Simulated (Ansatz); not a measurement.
A structure relaxed at PBE-D4/def2-SVP in Ansatz, charge 0, singlet:

```tsv
atom	x (Å)	y (Å)	z (Å)
Al1	0.7440	-1.1463	1.0247
Cl2	-0.4159	-2.8113	1.6901
Cl3	2.7809	-0.9194	1.6202
P4	-0.4633	0.9132	1.3660
Si5	0.6836	2.4968	2.4958
Si6	-2.5258	0.5696	2.2242
Al7	-0.5220	1.2635	-1.0194
Cl8	-2.5348	1.2195	-1.7320
Cl9	0.8004	2.8471	-1.5655
P10	0.5410	-0.8739	-1.3630
Si11	-0.8596	-2.3912	-2.2822
Si12	2.5226	-0.7711	-2.4415
H13	-0.0731	3.7912	2.4085
H14	2.0219	2.6029	1.8331
H15	0.8177	2.0674	3.9284
H16	-3.2926	1.8606	2.1756
H17	-3.1689	-0.4743	1.3637
H18	-2.3895	0.0962	3.6416
H19	-1.1377	-1.9976	-3.7026
H20	-2.1086	-2.3614	-1.4577
H21	-0.2087	-3.7425	-2.2323
H22	3.1845	-2.1165	-2.3603
H23	3.3309	0.2762	-1.7412
H24	2.2731	-0.3990	-3.8745
```

Question: Give its formula, name or SMILES.

Answer: (Cl2Al-mu-PSiH3)2 (Al2Si4P2H12Cl4).

Question: Summarise the bond lengths by kind (pairs closer than 1.2 times the sum of covalent radii, bridged metal pairs left out).

Answer: 4 × P–Si 2.26 Å; 4 × Al–Cl 2.13 to 2.14 Å; 4 × Al–P 2.41 Å; 12 × H–Si 1.50 Å.
